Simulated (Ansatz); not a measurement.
Geometry optimisation, RKS B3LYP-D4/def2-SVP in Ansatz 0.2.0.

input.yaml

```yaml
crystal:
  periodic: [false, false, false]
  atoms:
    - { symbol: "N", position_ang: [-1.0763, 0.8957, -0.7905] }
    - { symbol: As, position_ang: [0.7529, 0.6599, -0.7804] }
    - { symbol: Si, position_ang: [0.5348, -1.0872, 0.7178] }
    - { symbol: H, position_ang: [-1.4535, 0.2349, -1.4506] }
    - { symbol: H, position_ang: [-1.2834, 1.8633, -1.2673] }
    - { symbol: H, position_ang: [0.9637, 1.7232, 0.3641] }
    - { symbol: H, position_ang: [1.922, -1.4107, 1.2782] }
    - { symbol: H, position_ang: [0.0523, -2.2493, 0.0406] }
    - { symbol: H, position_ang: [-0.324, -0.6761, 1.871] }
basis:
  gaussian: { orbitals: def2-SVP }
hamiltonian:
  xc: b3lyp
  dispersion: d4
relax:
  f_tol: 0.015
  max_steps: 40
output:
  orbitals: {}
```

Run as:

```bash
$ ansatz run input.yaml --threads 1 --pin off --max-ram 2048MiB --backend cpu --events-out ev --progress --plain --runs-dir out
```

Problem. Where does it end, and by what steps?

Solution. It converged. After 18 steps the energy has fallen by 0.407 eV; H5 moved furthest, 1.20 Å.

```json
{"step": "0", "energy less start (eV)": "0.0000", "largest force component (eV/Å)": "2.912", "accepted": "yes"}
{"step": "1", "energy less start (eV)": "-0.2463", "largest force component (eV/Å)": "0.944", "accepted": "yes"}
{"step": "2", "energy less start (eV)": "-0.2972", "largest force component (eV/Å)": "0.289", "accepted": "yes"}
{"step": "3", "energy less start (eV)": "-0.3034", "largest force component (eV/Å)": "0.144", "accepted": "yes"}
{"step": "4", "energy less start (eV)": "-0.3061", "largest force component (eV/Å)": "0.066", "accepted": "yes"}
{"step": "5", "energy less start (eV)": "-0.3123", "largest force component (eV/Å)": "0.081", "accepted": "yes"}
{"step": "6", "energy less start (eV)": "-0.3136", "largest force component (eV/Å)": "0.353", "accepted": "yes"}
{"step": "7", "energy less start (eV)": "-0.3233", "largest force component (eV/Å)": "0.054", "accepted": "yes"}
{"step": "8", "energy less start (eV)": "-0.3377", "largest force component (eV/Å)": "0.166", "accepted": "yes"}
{"step": "9", "energy less start (eV)": "-0.3028", "largest force component (eV/Å)": "1.316", "accepted": "no"}
{"step": "10", "energy less start (eV)": "-0.3492", "largest force component (eV/Å)": "0.212", "accepted": "yes"}
{"step": "11", "energy less start (eV)": "-0.3604", "largest force component (eV/Å)": "0.370", "accepted": "yes"}
{"step": "12", "energy less start (eV)": "-0.3772", "largest force component (eV/Å)": "0.224", "accepted": "yes"}
{"step": "13", "energy less start (eV)": "-0.3958", "largest force component (eV/Å)": "0.183", "accepted": "yes"}
{"step": "14", "energy less start (eV)": "-0.3968", "largest force component (eV/Å)": "0.404", "accepted": "yes"}
{"step": "15", "energy less start (eV)": "-0.3514", "largest force component (eV/Å)": "0.952", "accepted": "no"}
{"step": "16", "energy less start (eV)": "-0.4037", "largest force component (eV/Å)": "0.114", "accepted": "yes"}
{"step": "17", "energy less start (eV)": "-0.4066", "largest force component (eV/Å)": "0.047", "accepted": "yes"}
{"step": "18", "energy less start (eV)": "-0.4068", "largest force component (eV/Å)": "0.015", "accepted": "yes"}
```

```xyz
9
Properties=species:S:1:pos:R:3
N -1.102 0.703 -1.139
As 0.758 0.469 -0.986
Si 0.565 -1.066 0.831
H -1.324 1.250 -1.970
H -1.535 1.158 -0.336
H 1.150 1.635 -0.049
H 1.894 -1.240 1.490
H 0.104 -2.380 0.300
H -0.421 -0.577 1.842
```

Whether the end is a true minimum wasn't checked by a vibrational analysis.

Run time: 90 s on 1 thread of Arm Neoverse V2, on a shared host, peak memory 0.21 GiB.
